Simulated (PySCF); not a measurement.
## Orbital picture of LiHg⁺

M06-2X at R = 2.684 Å; PySCF, scalar-relativistic core potentials, basis sets Li def2-TZVP, Hg def2-TZVP with ECP60. State: ¹Σ⁺ (singlet), closed shell. Only the outer orbitals are listed, counted within each symmetry, core potentials removing the inner ones.

| orbital | occ. | ε (eV) | on Li (%) | main shells (%) |
| --- | --- | --- | --- | --- |
| 4σ | 2 | -19.26 | 0 | 99 Hg d |
| 2π | 2 | -19.13 | 0 | 100 Hg d |
| 2π | 2 | -19.13 | 0 | 100 Hg d |
| 1δ | 2 | -18.98 | 0 | 100 Hg d |
| 1δ | 2 | -18.98 | 0 | 100 Hg d |
| 5σ | 2 | -13.74 | 5 | 93 Hg s |
| 6σ | 0 | -6.10 | 75 | 72 Li s, 21 Hg p |
| 3π | 0 | -4.89 | 49 | 50 Hg p, 49 Li p |
| 3π | 0 | -4.89 | 49 | 50 Hg p, 49 Li p |

Problem. Which are the highest filled and the lowest empty level, where do they sit, and how wide is the gap?

Solution. Highest filled 5σ at -13.74 eV (in %: 93 Hg s); lowest empty 6σ at -6.10 eV (in %: 72 Li s, 21 Hg p); the gap at M06-2X is 7.64 eV.

The bond order (Mayer) is 0.21, the ⟨S²⟩ is 0.000 and the charge on Li (Mulliken, basis-dependent) is 0.89. The charge on Li (Löwdin, basis-dependent) is 0.59. The dipole moment (positive dipole points towards Hg; it is taken about the centre of mass and depends on that origin) is -9.20 D.

Closed-shell solutions of metal pairs were not tested for spin polarisation, which can lower them a little. Spin–orbit coupling is left out.
